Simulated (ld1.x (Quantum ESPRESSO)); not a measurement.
**Co (Z = 27): one change to a PAW potential, before and after**

ld1.x (Quantum ESPRESSO) 7.5 input, shortened:

```
&input
   title='Co', zed=27., rel=1, dft='PBESOL', iswitch=3,
   config='[Ar] 3d7 4s2 4p0'
 /
 &inputp
   pseudotype=3, lpaw=.true., tm=.true., lloc=-1, rcloc=1.75,
   nlcc=.true., new_core_ps=.true., rcore=1.45,
   which_augfun='BESSEL', rmatch_augfun=1.20
 /
6
3S  1  0   2.00   0.00  1.05  1.40  0.0
4S  2  0   2.00   0.00  1.05  1.40  0.0
3P  2  1   6.00   0.00  1.40  1.80  0.0
4P  3  1   0.00   0.00  1.40  1.80  0.0
3D  3  2   7.00   0.00  1.50  1.75  0.0
3D  3  2   0.00   0.20  1.50  1.75  0.0
 &test
   configts(1)='3s2 3p6 3d7 4s2 4p0'
 /
```

All-electron outer shells of the reference configuration (PBEsol, scalar-relativistic, ld1.x):

| shell | level (eV) | outermost node (bohr) | outermost maximum (bohr) |
| --- | --- | --- | --- |
| 2s | -898.08 | 0.08 | 0.21 |
| 2p | -769.45 | – | 0.17 |
| 3s | -102.14 | 0.31 | 0.66 |
| 3p | -65.51 | 0.28 | 0.68 |
| 3d | -8.23 | – | 0.66 |
| 4s | -5.49 | 0.96 | 2.32 |
| 4p | -1.25 | 1.05 | 3.21 |

Change: waves 3s (bound): rcut 1.05, rcutus 1.24 bohr; 4s (bound): rcut 1.05, rcutus 1.24 bohr.

Cutoffs: the cutoffs (Ry, on a coarse ladder) from which the occupation-weighted sum of valence levels, in a spherical-Bessel basis at the reference potential, stays within 10 and 1 mRy of its value at 400 Ry; they do not see the model core or the augmentation charge, which bear on the density cutoff. Errors are all-electron minus pseudo energies relative to the spin-unpolarised reference configuration.

Problem. What does the change do?

Solution. The potential gets neither clearly harder nor softer (50 Ry and 80 Ry → 50 Ry and 70 Ry); of the 7 tests that both files solve, the error grows in 1 and shrinks in 2 by more than 15 % and 0.3 meV (median size 6.7 → 2.5 meV); neither file shows a bound ghost.

```csv
quantity,base,changed
"cutoff, loose",50 Ry,50 Ry
"cutoff, tight",80 Ry,70 Ry
bound ghosts,none,none
"error for 3s2 3p6 3d7 4s1 4p0, meV [ΔE 9.05 eV]",-1.4,-1.6
"error for 3s2 3p6 3d7 4s0 4p0, meV [ΔE 25.74 eV]",-6.7,-7.3
"error for 3s2 3p6 3d6 4s0 4p0, meV [ΔE 61.58 eV]",+8.7,+1.2
"error for 3s2 3p6 3d7 4s1.5 4p0, meV [ΔE 3.61 eV]",-0.4,-0.5
"error for 3s2 3p6 3d6 4s2 4p1, meV [ΔE 9.69 eV]",-13,-13
"error for 3s2 3p6 3d7 4s0 4p2, meV [ΔE 9.02 eV]",-0.7,-2.5
"error for 3s1 3p6 3d7 4s2 4p0, meV [ΔE 110.24 eV]",-43,-34
s: phases at 1.96 bohr within 0.05 rad from the reference energy up to (Ry; the scan ends near 5),to the end of the scan,to the end of the scan
p: phases at 1.96 bohr within 0.05 rad from the reference energy up to (Ry; the scan ends near 5),to the end of the scan,to the end of the scan
d: phases at 1.96 bohr within 0.05 rad from the reference energy up to (Ry; the scan ends near 5),to the end of the scan,to the end of the scan
lowest overlap eigenvalue by channel,"s 0.12, p 0.84, d 0.85","s 0.15, p 0.84, d 0.85"
```
